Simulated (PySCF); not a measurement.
# Löwdin shares of the frontier orbitals

Species: C₂H₃F₅Ge.
Z-matrix (Å and degrees, PBE0-D3(BJ)/def2-SVP geometry), rows numbered from 1:
```
F 
C   1  1.3305
F   2  1.3242  1  108.65
F   2  1.3304  1  108.43  3  -118.02
C   2  1.5316  1  109.72  3   122.14
F   5  1.3529  2  107.16  1  -179.09
F   5  1.3531  2  107.16  1   -63.38
Ge  5  2.0037  2  115.68  1    58.78
H   8  1.5318  5  108.73  2    60.00
H   8  1.5317  5  104.48  2   179.16
H   8  1.5316  5  108.76  2   -61.66
```

Method used: PySCF, TDDFT CAM-B3LYP/def2-SVPD, vertical, gas phase, core orbitals frozen in the response. The CAM-B3LYP/def2-SVPD calculation is non-relativistic and has no spin–orbit coupling, an omission that weighs most on germanium.

Kohn–Sham orbitals with the atoms that hold most of them (Löwdin shares over 4%, at most four atoms; ? is withheld):

```
orbital  ε (eV)                              atoms
 HOMO-3  -13.27     F6 18%, F7 18%, C5 16%, F1 14%
 HOMO-2  -11.79   Ge8 42%, H10 32%, H9 10%, H11 8%
 HOMO-1  -11.76           Ge8 42%, H11 25%, H9 23%
   HOMO  -10.80                                  ?
   LUMO    0.70                                  ?
 LUMO+1    0.87  Ge8 40%, C5 12%, H10 10%, H11 10%
 LUMO+2    1.51    Ge8 42%, H10 11%, H9 9%, H11 9%
```

Question: Give the leading atoms of the LUMO.

Answer: Ge8 (bonded to C and 3 H) 53%; H10 (bonded to Ge) 11%; H11 (bonded to Ge) 11%; H9 (bonded to Ge) 11%. By element: germanium 53%, hydrogen 34%.

Question: Give the leading atoms of the HOMO.

Answer: C5 (bonded to C, 2 F and Ge) 26%; Ge8 (bonded to C and 3 H) 20%; F6 (bonded to C) 16%; F7 (bonded to C) 16%. By element: fluorine 32% or more, carbon 26% or more, germanium 20%.

Question: The HOMO–LUMO gap is 11.50 eV. Where does the response calculation put the lowest singlet, and from which orbitals?

Answer: S1 is at 8.52 eV (f = 0.066), 2.98 eV below the gap, made of HOMO→LUMO+1 (70%), HOMO→LUMO+2 (19%). Its leading pair isn't HOMO and LUMO; the energies of that pair differ by 11.67 eV. 

Next come S2 at 8.69 eV (f 0.0013), HOMO→LUMO+3 (75%), HOMO-1→LUMO+1 (12%); S3 at 8.80 eV (f 0.078), HOMO→LUMO (59%), HOMO→LUMO+2 (27%); S4 at 8.97 eV (f 0.112), HOMO-2→LUMO+1 (55%), HOMO→LUMO (21%), HOMO→LUMO+1 (10%); S5 at 9.08 eV (f 0.0001), HOMO-1→LUMO+1 (67%), HOMO-1→LUMO (10%), HOMO→LUMO+3 (10%).

Löwdin shares depend on the basis, the more so with diffuse functions.
